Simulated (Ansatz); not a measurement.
One change: `F/C=C(/Cl)Br` becomes `F/C=C(\F)Br`.

Ansatz, PBE0-D4/def2-TZVP geometries, multiplicity 1. 

Scalar relativity is left out up to krypton.

| property | `F/C=C(/Cl)Br` |
| --- | --- |
| HOMO energy (PBE/def2-TZVPP) / eV | -6.13 |
| HOMO–LUMO gap (B3LYP/def2-TZVPP) / eV | 6.38 |
| HOMO energy (ωB97M-V/def2-TZVPP) / eV | -9.51 |
| size of the dipole moment (PBE/def2-TZVPP) / D | 0.97 |
| size of the dipole moment (B3LYP/def2-TZVPP) / D | 1.05 |
| HOMO energy (PBE0/def2-TZVPP) / eV | -7.36 |

(1) Give the same properties after the change, and the shifts. (Best estimate.)

Results:

(1) Computed: 
| property | `F/C=C(\F)Br` | shift |
| --- | --- | --- |
| HOMO energy (PBE/def2-TZVPP) / eV | -6.13 | 0.00 |
| HOMO–LUMO gap (B3LYP/def2-TZVPP) / eV | 6.63 | 0.25 |
| HOMO energy (ωB97M-V/def2-TZVPP) / eV | -9.61 | -0.10 |
| size of the dipole moment (PBE/def2-TZVPP) / D | 1.31 | 0.34 |
| size of the dipole moment (B3LYP/def2-TZVPP) / D | 1.53 | 0.48 |
| HOMO energy (PBE0/def2-TZVPP) / eV | -7.42 | -0.06 |

With PBE0 the HOMO falls by 0.06 eV and the LUMO rises by 0.21 eV, so the gap widens by about 0.27 eV. PBE moves the HOMO by 0.00 eV and ωB97M-V by -0.10 eV. Dipoles are sizes alone; their direction can turn.

B3LYP here is the variant with VWN-RPA as its local correlation; programs differ in this.

Spin–orbit coupling is left out; it splits and shifts lone-pair levels of the heavy atoms by tenths of an eV.
